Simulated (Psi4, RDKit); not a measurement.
Internal rotation in C₂H₇ClSi₂, SMILES C=C[SiH2][SiH2]Cl. Scanned: dihedral C1–C2–Si3–Si4; all other coordinates were relaxed at GFN2-xTB. Points at φ and −φ are mirror images. Heavy atoms are numbered in the order of the SMILES C=C[SiH2][SiH2]Cl, hydrogens after them in the order of the atoms that carry them; the mirror image has the same energies with the sign of each dihedral reversed.

Levels: MMFF94 // GFN2-xTB (RDKit); PBE-D3(BJ)/def2-TZVP // GFN2-xTB (Psi4); UFF // GFN2-xTB (RDKit).

Energies in mEh, each method relative to its own lowest point.

| φ / ° | MMFF94 | PBE-D3(BJ)/def2-TZVP | UFF |
|---|---|---|---|
| -150 | 0.4 | 1.8 | 1.9 |
| -120 | 0.0 | 0.0 | 2.0 |
| -90 | 0.3 | 0.3 | 1.8 |
| -60 | 1.5 | 1.5 | 0.0 |
| -30 | 3.8 | 1.4 | 2.2 |
| 0 | 4.8 | 0.9 | 2.7 |
| 30 | 3.8 | 1.4 | 2.2 |
| 60 | 1.5 | 1.5 | 0.0 |
| 90 | 0.3 | 0.3 | 1.8 |
| 120 | 0.0 | 0.0 | 2.0 |
| 150 | 0.4 | 1.8 | 1.9 |
| 180 | 0.8 | 3.5 | 0.2 |

MMFF94 has few fitted parameters for silicon.
